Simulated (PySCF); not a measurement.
A structure optimised at PBE-D3(BJ)/def2-SVP, used in a PySCF frequency run:

```xyz
12

O      0.2297     1.7623     0.0000
Si    -0.2930     0.1668     0.0000
C      0.2969    -0.8023    -1.5396
F     -0.1889    -0.1974    -2.6982
C      0.2969    -0.8023     1.5396
F     -0.1889    -0.1974     2.6982
H      1.1910     1.9079     0.0000
H     -1.7844     0.2618     0.0000
H     -0.0633    -1.8583    -1.4973
H      1.4110    -0.8529    -1.5936
H     -0.0633    -1.8583     1.4973
H      1.4110    -0.8529     1.5936
```
Charge 0, spin multiplicity 1.

Question: Write its SMILES, formula and point group.

Answer: O[SiH](CF)CF, C₂H₆F₂OSi, Cs

Question: What are its rotational constants (standard atomic weights)?

Answer: 5.3286, 1.4095, 1.1955 GHz
